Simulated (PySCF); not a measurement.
Compound: C₇H₁₂SSi.
Atom-mapped SMILES: `[CH3:1][C:2](=[S:3])[C@@H:4]1[CH2:5][CH:6]=[CH:7][SiH2:8][CH2:9]1`

Geometry (GFN2-xTB, Å), atoms numbered from 1 in this order:
```
atom  x, y, z in Å
C1     2.703    0.189    0.296
C2     1.792   -0.500   -0.659
S3     2.384   -1.518   -1.783
C4     0.315   -0.274   -0.549
C5    -0.041    1.203   -0.347
C6    -1.511    1.491   -0.408
C7    -2.476    0.645   -0.067
Si8   -2.130   -1.084    0.572
C9    -0.226   -1.143    0.597
H10    2.318    0.138    1.314
H11    3.695   -0.253    0.261
H12    2.787    1.242    0.025
H13   -0.145   -0.620   -1.481
H14    0.334    1.543    0.624
H15    0.463    1.796   -1.115
H16   -1.753    2.493   -0.749
H17   -3.502    0.978   -0.152
H18   -2.656   -1.262    1.931
H19   -2.665   -2.108   -0.333
H20    0.165   -0.776    1.547
H21    0.140   -2.163    0.477
```

Definitions: NICS(0) = −σiso at the ring centroid; NICS(1) = −σiso and NICS(1)zz = −σzz at ±1 Å along the ring normal z. Level: GIAO PBE0/pcSseg-1 (PySCF, non-relativistic, gas phase) on the GFN2-xTB geometry, one conformer.

Ring bond lengths (Å), with Mayer bond orders in brackets: C4–C5 1.532 (0.98), C5–C6 1.499 (1.07), C6–C7 1.328 (1.93), C7–Si8 1.876 (0.89), Si8–C9 1.905 (0.89), C9–C4 1.537 (0.98).

Q: What do the NICS probes read (ppm)?

A: 
```json
{"ring": "C4–C5–C6–C7–Si8–C9", "type": "6-membered ring with Si; formal bonds 1 double, 5 single", "NICS(0)": "-1.1", "NICS(1), two faces": "-1.2 / -2.6", "NICS(1)zz, two faces": "3.6 / 1.8", "rms pucker (Å)": "0.22", "centre to ring atoms, mean (Å)": "1.56"}
```

Q: What do they say, and how far can they be read as aromaticity?

A: 
- C4–C5–C6–C7–Si8–C9: mean NICS(1)zz 2.7 ppm, near zero. C4, C5, Si8, C9 have four or more neighbours, and the NICS criterion for π rings isn't applied.

Q: What is the mean of the two in-plane components of NICS at the second NICS(1) probe listed for ring C4–C5–C6–C7–Si8–C9, 1 Å off the ring?

A: The isotropic value is a third of the trace: (3 × -2.6 − (1.8))/2 = -4.8 ppm.

Q: How shielded are the nuclei of the rings and their hydrogens (means over atoms taken as equivalent)?

A: 
```csv
atoms,environment,σ isotropic (ppm),"principal values of the symmetric part, first atom (ppm)"
C4,sp3 CH carbon,125.3,"102.9, 114.0, 159.1"
C5,allylic carbon,150.5,"137.3, 154.8, 159.3"
C6,alkene CH carbon,28.2,"-95.9, 25.4, 155.1"
C7,alkene CH carbon,60.0,"-54.3, 51.9, 182.2"
Si8,SiH2 silicon,407.5,"390.1, 394.8, 437.7"
C9,sp3 carbon bound to silicon,167.8,"144.4, 167.5, 191.5"
H13,methine hydrogen,28.30,"25.0, 27.4, 32.6"
H14,methylene hydrogen,29.36,"26.2, 28.3, 33.6"
H15,methylene hydrogen,29.36,"25.0, 28.3, 34.8"
H16,vinylic hydrogen,24.38,"22.1, 24.3, 26.8"
H17,vinylic hydrogen,25.65,"24.7, 25.3, 26.9"
H18,Si–H hydrogen,27.31,"24.0, 24.9, 33.0"
H19,Si–H hydrogen,27.17,"23.8, 24.9, 32.8"
H20,methylene hydrogen,30.67,"26.2, 30.2, 35.6"
```

The list is cut; further classes of hydrogen are left out.
